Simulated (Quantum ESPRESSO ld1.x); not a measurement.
Input file for ld1.x (Quantum ESPRESSO 7.5):

```
 &input
    atom='Dy',
    iswitch=1,
    rel=2,
    dft='BLYP',
    config='[Xe] 4f10 6s1 6p1',
    rel_dist='energy',
    lsmall=.true.,
    prefix='ld1',
    max_out_wfc=37,
    file_charge='ld1.rho',
 /
```

It prints (banner and zero overlaps left out):

```
     Program LD1 v.7.5 starts

 classical turning point too close to mesh           4           3           3   [2 such lines]
 classical turning point too close to mesh           4           3          -4   [2 such lines]
     --------------------------- All-electron run ----------------------------

     dirac relativistic calculation

     atomic number is 66.00
     dft =BLYP   lsd =0 sic =0 latt =0  beta=0.20 tr2=1.0E-14
     Exchange-correlation= BLYP
                           (   1   3   1   3   0   0   0)
     mesh =2101 r(mesh) = 100.51885 a.u. xmin = -8.00 dx = 0.00800
     1 Ry =  13.60569312 eV, c = 137.03599908

     n l j   nl                  e(Ry)          e(Ha)          e(eV)
     Spin orbit split results
     1 0 0.5 1S 1( 2.00)     -3940.2444     -1970.1222    -53609.7561
     2 0 0.5 2S 1( 2.00)      -655.8346      -327.9173     -8923.0849
     2 1 0.5 2P 1( 2.00)      -623.7236      -311.8618     -8486.1922
     2 1 1.5 2P 1( 4.00)      -564.8840      -282.4420     -7685.6383
     3 0 0.5 3S 1( 2.00)      -146.0039       -73.0020     -1986.4846
     3 1 0.5 3P 1( 2.00)      -132.0043       -66.0021     -1796.0094
     3 1 1.5 3P 1( 4.00)      -119.7867       -59.8934     -1629.7817
     4 0 0.5 4S 1( 2.00)       -28.9173       -14.4587      -393.4400
     4 1 0.5 4P 1( 2.00)       -23.3981       -11.6990      -318.3471
     4 1 1.5 4P 1( 4.00)       -20.6655       -10.3327      -281.1682
     3 2 1.5 3D 1( 4.00)       -95.7339       -47.8669     -1302.5257
     3 2 2.5 3D 1( 6.00)       -93.0659       -46.5329     -1266.2256
     5 0 0.5 5S 1( 2.00)        -3.6650        -1.8325       -49.8649
     5 1 0.5 5P 1( 2.00)        -2.1829        -1.0914       -29.6993
     5 1 1.5 5P 1( 4.00)        -1.8381        -0.9191       -25.0090
     4 2 1.5 4D 1( 4.00)       -11.5821        -5.7911      -157.5831
     4 2 2.5 4D 1( 6.00)       -11.0876        -5.5438      -150.8543
     4 3 2.5 4F 1( 6.00)        -0.3321        -0.1660        -4.5182
     4 3 3.5 4F 1( 4.00)        -0.2678        -0.1339        -3.6432
     6 0 0.5 6S 1( 1.00)        -0.3206        -0.1603        -4.3621
     6 1 0.5 6P 1( 1.00)        -0.1259        -0.0630        -1.7134
     6 1 1.5 6P 1( 0.00)        -0.1075        -0.0538        -1.4632
     Averaged results
     1 0     1S 1( 2.00)     -3940.2444     -1970.1222    -53609.7561
     2 0     2S 1( 2.00)      -655.8346      -327.9173     -8923.0849
     2 1     2P 1( 6.00)      -584.4972      -292.2486     -7952.4896
     3 0     3S 1( 2.00)      -146.0039       -73.0020     -1986.4846
     3 1     3P 1( 6.00)      -123.8592       -61.9296     -1685.1909
     4 0     4S 1( 2.00)       -28.9173       -14.4587      -393.4400
     4 1     4P 1( 6.00)       -21.5763       -10.7882      -293.5611
     3 2     3D 1(10.00)       -94.1331       -47.0665     -1280.7456
     5 0     5S 1( 2.00)        -3.6650        -1.8325       -49.8649
     5 1     5P 1( 6.00)        -1.9530        -0.9765       -26.5724
     4 2     4D 1(10.00)       -11.2854        -5.6427      -153.5458
     4 3     4F 1(10.00)        -0.2953        -0.1477        -4.0182
     6 0     6S 1( 1.00)        -0.3206        -0.1603        -4.3621
     6 1     6P 1( 1.00)        -0.1137        -0.0568        -1.5466

     final scf error:  3.9E-15 reached in  40 iterations

     Etot =  -24338.083070 Ry,  -12169.041535 Ha, -331136.489450 eV

     Ekin =   26703.452358 Ry,   13351.726179 Ha,  363318.978108 eV
     Encl =  -60012.039614 Ry,  -30006.019807 Ha, -816505.394679 eV
     Eh   =    9501.053523 Ry,    4750.526762 Ha,  129268.418581 eV
     Exc  =    -530.549337 Ry,    -265.274668 Ha,   -7218.491461 eV
```

Run on one thread of a shared host, so times are rough (Intel(R) Xeon(R) Processor @ 2.60GHz): 0.84 s of CPU time, 1.4 s wall, 40 iterations on 2101 mesh points.
